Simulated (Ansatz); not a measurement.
Reaction (substitution at a C–C bond): `C[CH](C)[Zn][OH]` + `C[NH][ZnH]` → `C[N](C)[ZnH]` + `C[CH2][Zn][OH]`

Gas-phase electronic energies from Ansatz, PBE0-D4/def2-TZVP geometries. CBS: MP2 limit from def2 TZ/QZ plus the TZ coupled-cluster correction, frozen cores. DFT in def2-TZVPP. B3LYP here is the variant with VWN-RPA as its local correlation; programs differ in this. HSE06 is defined as in plane-wave codes. For Zn outer-core shells are correlated without core-valence functions, which leaves a few kJ/mol of doubt a bond. Scalar relativity is left out up to krypton. One conformer a species, not always the lowest.

`C[CH](C)[Zn][OH]`:

Cartesian coordinates in Å:
```
C -0.501 -1.252 0.810
C -0.374 0.154 0.229
C 0.613 0.993 1.035
Zn 0.055 0.129 -1.669
O 0.534 0.033 -3.384
H -1.252 -1.853 0.292
H 0.446 -1.799 0.762
H -0.789 -1.209 1.869
H -1.358 0.635 0.291
H 0.671 2.026 0.682
H 1.624 0.578 1.000
H 0.320 1.026 2.093
H 0.010 0.538 -4.008
```

`C[NH][ZnH]`:

```xyz
8

C     0.692    0.405    0.733
N    -0.567    0.054    0.120
Zn   -0.852   -0.794   -1.453
H     0.836   -0.072    1.712
H     1.528    0.084    0.105
H     0.808    1.488    0.877
H    -1.352    0.341    0.682
H    -1.094   -1.506   -2.775
```

`C[N](C)[ZnH]`:

```xyz
11

C    -0.956    0.906    0.041
N     0.207    0.066    0.102
C    -0.014   -1.214   -0.514
Zn    1.776    0.563    0.867
H    -0.776    1.876    0.512
H    -1.270    1.102   -0.998
H    -1.821    0.451    0.552
H    -0.282   -1.118   -1.579
H     0.879   -1.844   -0.461
H    -0.834   -1.768   -0.029
H     3.091    0.980    1.508
```

`C[CH2][Zn][OH]`:

Cartesian coordinates in Å:
```
C 0.473 -0.071 -1.419
C 0.661 -0.507 0.032
Zn -0.554 0.298 1.303
O -1.574 1.100 2.524
H 0.603 1.007 -1.542
H 1.196 -0.559 -2.081
H -0.523 -0.318 -1.795
H 0.556 -1.593 0.119
H 1.678 -0.279 0.369
H -2.514 0.921 2.489
```

| level | ΔE (kJ/mol) | difference from CCSD(T)/CBS |
| --- | --- | --- |
| PBE-D4 | 17.6 | -4.4 |
| revPBE-D4 | 16.8 | -5.2 |
| BLYP-D4 | 15.9 | -6.1 |
| B3LYP-D4 | 17.1 | -4.9 |
| HSE06-D4 | 18.7 | -3.3 |
| CAM-B3LYP-D4 | 17.5 | -4.5 |
| PBE-QIDH | 20.2 | -1.8 |
| revPBE | 17.8 | -4.2 |
| BLYP | 16.0 | -6.0 |
| r2SCANh | 18.9 | -3.1 |
| LC-ωPBE | 20.3 | -1.7 |
| MP2/def2-SVP | 14.7 | -7.3 |
| MP2/def2-TZVPP | 21.7 | -0.3 |
| CCSD/def2-TZVPP | 20.2 | -1.8 |
| MP2/def2-QZVPP | 22.8 | 0.8 |
| HF/CBS(def2) | 17.4 | -4.6 |
| CCSD(T)/CBS | 22.0 | 0 |

Largest T1 diagnostic among the species: 0.015.

Leaving LDA and LC-ωPBE aside and taking each functional with its dispersion term where it has one, the values spread over 4.3 kJ/mol, from BLYP-D4 to PBE-QIDH. At CCSD(T), def2-SVP lies −9.5 kJ/mol from the extrapolated value and def2-TZVPP −1.9 kJ/mol.

CCSD(T)/CBS has its own doubt, a few kJ/mol and more with outer-core shells, so smaller differences from it don't rank the levels.
